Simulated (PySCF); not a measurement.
## Excitation energy of Pb by level of theory

Pb [Xe] 4f14 5d10 6s2 6p2 (3P) → Pb [Xe] 4f14 5d10 6s1 6p2 7s1 (5P), as a difference of total energies. Computed with PySCF 2.14 in aug-cc-pwCVTZ-PP with ECP60MDF, with scalar relativity through the core potential. Correlated levels: valence: 5s2 5p6 5d10 frozen. The calculations carry no spin-orbit coupling.

| method | excitation energy (eV) |
| --- | --- |
| UHF | 9.630 |
| MP2 (valence) | 10.344 |
| SCS-MP2 (valence) | 10.615 |
| CCSD (valence) | 10.467 |
| CCSD(T) (valence) | 10.492 |

Q: How much does correlation contribute at CCSD(T) (valence)?

A: 10.492 − (9.630) = 0.862 eV, measured against UHF.

Spin-orbit coupling is strong in these open shells (close to jj coupling). The scalar numbers leave it out and a first-order estimate fails, so it can dominate the gap to the real levels.

The upper state lies above the first ionisation limit. A Rydberg-like electron needs more diffuse functions than a valence basis has.

The promoted electron is Rydberg-like, and one or two diffuse shells describe it only roughly, which tends to raise the upper state.
